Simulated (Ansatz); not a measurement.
Geometry optimisation, RKS PBE-D4/def2-SVP in Ansatz 0.2.0.

input.yaml

```yaml
crystal:
  periodic: [false, false, false]
  atoms:
    - { symbol: B, position_ang: [0.026168, 0.543859, -0.303631] }
    - { symbol: H, position_ang: [0.011921, -0.305251, 1.935308] }
    - { symbol: F, position_ang: [1.168013, -0.072854, -0.52421] }
    - { symbol: H, position_ang: [-1.044454, 0.003935, -0.464632] }
    - { symbol: Br, position_ang: [0.081039, 2.497191, 0.138558] }
    - { symbol: H, position_ang: [0.015812, 0.41782, 1.942807] }
basis:
  gaussian: { orbitals: def2-SVP }
hamiltonian:
  xc: pbe
  dispersion: d4
relax:
  f_tol: 0.03
  max_steps: 50
```

Command:

```bash
$ ansatz run input.yaml --threads 1 --pin off --max-ram 2048MiB --backend cpu --events-out ev --progress --plain --runs-dir out
```

Where does it end, and by what steps?

The forces met the threshold. After 7 steps the energy has fallen by 0.180 eV; H6 moved furthest, 0.55 Å.

```json
{"step": "0", "energy less start (eV)": "0.0000", "largest force component (eV/Å)": "1.897", "accepted": "yes"}
{"step": "1", "energy less start (eV)": "-0.1380", "largest force component (eV/Å)": "0.493", "accepted": "yes"}
{"step": "2", "energy less start (eV)": "-0.1435", "largest force component (eV/Å)": "0.706", "accepted": "yes"}
{"step": "3", "energy less start (eV)": "-0.1744", "largest force component (eV/Å)": "0.326", "accepted": "yes"}
{"step": "4", "energy less start (eV)": "-0.1749", "largest force component (eV/Å)": "0.400", "accepted": "yes"}
{"step": "5", "energy less start (eV)": "-0.1789", "largest force component (eV/Å)": "0.280", "accepted": "yes"}
{"step": "6", "energy less start (eV)": "-0.1797", "largest force component (eV/Å)": "0.052", "accepted": "yes"}
{"step": "7", "energy less start (eV)": "-0.1802", "largest force component (eV/Å)": "0.018", "accepted": "yes"}
```

```xyz
6
Properties=species:S:1:pos:R:3
B 0.031 0.685 -0.529
H 0.131 -0.508 2.318
F 1.155 0.006 -0.668
H -1.038 0.121 -0.607
Br 0.114 2.575 -0.221
H -0.135 0.204 2.431
```

The run took 11 s on 1 thread of Intel(R) Xeon(R) Platinum 8488C (Sapphire Rapids), on a shared host, peak memory 0.15 GiB.
